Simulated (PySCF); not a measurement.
Correlation energy of Cl (chlorine, neutral)

[Ne] 3s1 3p6, 2S determinant (an excited configuration). Calculation: PySCF 2.14, in x2c-QZVPPall (9s6p4d2f1g, 70 functions); the spin-free X2C one-electron Hamiltonian (Gaussian nucleus). Frozen: 1s2; 15 electrons correlated.

```tsv
level	correlation energy (mhartree)
CCSD	-508.14
(T)	-44.68
CCSD(T)	-552.82
```

Diagnostics: T1 = 0.016, D1 = 0.0506, largest double amplitude 0.206.

Q: Is a single reference adequate?

A: Not fully. A double-excitation amplitude exceeds 0.15, a sign of near-degeneracy.

This basis was not built for core-valence correlation, so the inner-shell part is incomplete.
